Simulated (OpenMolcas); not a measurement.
**CH6GeO (SMILES C[O][GeH3]): the HOMO–LUMO gap, rung by rung**

The species is CH6GeO (9 atoms), meant as a singlet with charge 0. SMILES: `C[O][GeH3]`. Geometry: relaxed at PBE0-D4/def2-TZVP.

Quantity: the HOMO–LUMO gap, in eV. The values are calculated.

```
                    level           kind     program  value (eV)  CPU time
               HF/cc-pVDZ   Hartree–Fock  OpenMolcas       15.38     6.2 s
HF/cc-pVDZ (RICD fitting)   Hartree–Fock  OpenMolcas       15.38     6.6 s
            SVWN5/cc-pVDZ            LDA  OpenMolcas        5.46      19 s
             BLYP/cc-pVDZ            GGA  OpenMolcas        5.67      27 s
              PBE/cc-pVDZ            GGA  OpenMolcas        5.66      27 s
            M06-L/cc-pVDZ       meta-GGA  OpenMolcas        6.62      37 s
           r2SCAN/cc-pVDZ       meta-GGA  OpenMolcas        6.39      33 s
            B3LYP/cc-pVDZ  global hybrid  OpenMolcas        7.65      25 s
```

All-electron rows without a relativistic Hamiltonian named are non-relativistic. The values span 5.46 to 15.38 eV. Orbital gaps aren't excitation energies; they tend to grow with the share of exact exchange. Times are those of the runs behind each value, whatever else they computed, on shared processors of several kinds: orders of magnitude only.
